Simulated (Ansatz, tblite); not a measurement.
Cost and result up the ladder for [B(NMe2)H3]- (C₂H₉BN⁻) (13 atoms). Total charge -1; singlet. Geometry: PBE0-D4/def2-SVPD.

```
atom   x (Å)   y (Å)   z (Å)
  B1   0.684   1.241   0.370
  N2  -0.229  -0.011   0.403
  C3   0.493  -1.243   0.364
  C4  -1.251   0.005  -0.594
  H5  -0.177  -2.118   0.505
  H6   1.254  -1.261   1.159
  H7   1.035  -1.406  -0.607
  H8  -1.827   0.941  -0.532
  H9  -0.848  -0.059  -1.641
 H10  -1.957  -0.845  -0.474
 H11   1.509   1.190   1.303
 H12  -0.007   2.274   0.467
 H13   1.322   1.290  -0.723
```

Ansatz on 4 threads of Arm Neoverse V2 on a shared host; xTB runs through tblite on one thread. Times are rough, summed over both states, and most runs start from the orbitals of an earlier one. PBE0-D4/def2-TZVPD serves as the yardstick here, not as an exact answer. The other state is a doublet.

The xTB rows come from tblite.

Raw xTB energies of ions are shifted by several eV.

| level | functions | vertical IE (eV) | difference from PBE0-D4/def2-TZVPD (eV) | remarks |
| --- | --- | --- | --- | --- |
| PBE0-D4/def2-TZVPD | 229 | 2.40 | 0.00 | – |
| r2SCAN-D4/def2-TZVPD | 229 | 2.27 | -0.13 | HOMO above zero (-1 singlet) |
| GFN1-xTB | 34 | 7.34 | 4.94 | – |
| PBE-D4/def2-TZVPD (with forces) | 229 | 2.33 | -0.07 | HOMO above zero (-1 singlet) |
| GFN2-xTB | 25 | 6.69 | 4.30 | – |

Task: Estimate how long each takes.

Result: GFN2-xTB 0.006 s; GFN1-xTB 0.009 s; PBE-D4/def2-TZVPD (with forces) 6 s; PBE0-D4/def2-TZVPD 6.8 s; r2SCAN-D4/def2-TZVPD 10 s. On shared hardware such times vary by a factor of up to 3.
